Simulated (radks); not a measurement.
Task: Valence configurations of Ag IV (all share [Kr]). Method: scalar-relativistic Kohn-Sham, SCAN, spin-polarised, spherical densities, finite nucleus; open shells are filled with parallel spins first (spin-orbit coupling, left out, can overturn this in heavy ions); meta-GGA in the generalised Kohn-Sham scheme; Fermi nuclear charge, rms radius 4.5454 fm; computed with a radial shooting solver on a logarithmic mesh with Libxc functionals. Order these by energy: 4d7 5p1; 4d8; 4d7.5 5p0.5; 4d7.5 5s0.5; 4d6.5 5s1 5p0.5; 4d7 5s1.

Result: From the lowest, in eV above it: 4d8 0.000; 4d7.5 5s0.5 5.901; 4d7.5 5p0.5 10.016; 4d7 5s1 11.688; 4d7 5p1 20.329; 4d6.5 5s1 5p0.5 22.117. NIST lists [Kr] 4d8 as the ground configuration; this level of theory agrees among the configurations tried. The energies are those of spherical high-spin densities, not of single terms.
